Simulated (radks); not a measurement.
The numbers below are computed, except where a source is named.
Species: Ga. Configuration: [Ar] 3d10 4s2 4p(up 0.75, down 0.25) (fractional occupations, a model configuration). Level of theory: non-relativistic Kohn-Sham, LDA (Slater exchange, Perdew-Wang correlation), spin-polarised, spherical densities, point nucleus (a radial shooting solver on a logarithmic mesh with Libxc functionals).

Normalised radial functions P(r) = r R(r), r in bohr:

r	3d down	4p up	4p down
0.005772	0.0001	0.0018	0.0018
0.007699	0.0002	0.0032	0.0032
0.01019	0.0004	0.0054	0.0053
0.01348	0.0008	0.0089	0.0089
0.01798	0.0018	0.0148	0.0147
0.02379	0.0039	0.0237	0.0236
0.03172	0.0086	0.0373	0.0371
0.04198	0.0180	0.0557	0.0554
0.05554	0.0366	0.0789	0.0784
0.07408	0.0734	0.1044	0.1038
0.09801	0.1376	0.1233	0.1225
0.1307	0.2474	0.1228	0.1221
0.173	0.4075	0.0878	0.0872
0.2289	0.6167	0.0109	0.0108
0.3052	0.8501	-0.0975	-0.0969
0.4039	1.0318	-0.1883	-0.1871
0.5387	1.0993	-0.2078	-0.2064
0.7127	1.0189	-0.1219	-0.1209
0.943	0.8267	0.0522	0.0523
1.258	0.5799	0.2681	0.2669
1.664	0.3543	0.4501	0.4470
2.22	0.1784	0.5551	0.5500
2.937	0.0735	0.5519	0.5468
3.886	0.0229	0.4542	0.4528
5.183	0.0047	0.2999	0.3045
6.857	0.0006	0.1563	0.1640
9.146	0.0000	0.0582	0.0644
12.1	0.0000	0.0152	0.0180

3d down: eigenvalue -19.995 eV, 0 radial nodes, <r> = 0.805 bohr, 90 % of the charge inside 1.39 bohr. 4p up: eigenvalue -2.894 eV, 2 radial nodes at r = 0.236, 0.876 bohr, <r> = 3.35 bohr, 90 % of the charge inside 5.35 bohr. 4p down: eigenvalue -2.607 eV, 2 radial nodes at r = 0.236, 0.875 bohr, <r> = 3.40 bohr, 90 % of the charge inside 5.46 bohr.
